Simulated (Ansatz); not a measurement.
Compare A (`FC1(Br)C[SiH2]1`) with its isomer B (`F[C@H]1C[Si@@H]1Br`).

Computed with Ansatz on PBE0-D4/def2-TZVP structures; ΔE is electronic, products minus reactants. CBS: MP2 limit from def2 TZ/QZ plus the TZ coupled-cluster correction, frozen cores. Functionals use def2-TZVPP. B3LYP here is the variant with VWN-RPA as its local correlation; programs differ in this. For Br outer-core shells are correlated without core-valence functions, which leaves a few kJ/mol of doubt a bond. Scalar relativity is left out up to krypton.

(1) Which isomer does CCSD(T)/CBS put lower? Give the gap. (An estimate is asked.)

(2) Give E(B) − E(A) in kJ/mol with MP2/def2-TZVPP, PBE0-D4, B3LYP, PBE-D4, CCSD/def2-TZVPP, HF/def2-TZVPP, ωB97M-V. (An estimate is asked.)

Largest T1 diagnostic: 0.011.

## Answers

(1) The calculation gave: B, by 139.6 kJ/mol.

(2) Ansatz gave: MP2/def2-TZVPP -138.4, PBE0-D4 -140.4, B3LYP -138.8, PBE-D4 -132.2, CCSD/def2-TZVPP -139.9, HF/def2-TZVPP -153.8, ωB97M-V -139.4. None reverses the order clearly.

From PBE to PBE0 (25 % exact exchange), in def2-TZVPP and without D4, E(B) − E(A) moves by −7.8 kJ/mol. In def2-TZVPP, CCSD(T) changes the Hartree–Fock value by +17.5 kJ/mol (the triples alone add +3.6 kJ/mol) and MP2 by +15.4 kJ/mol.
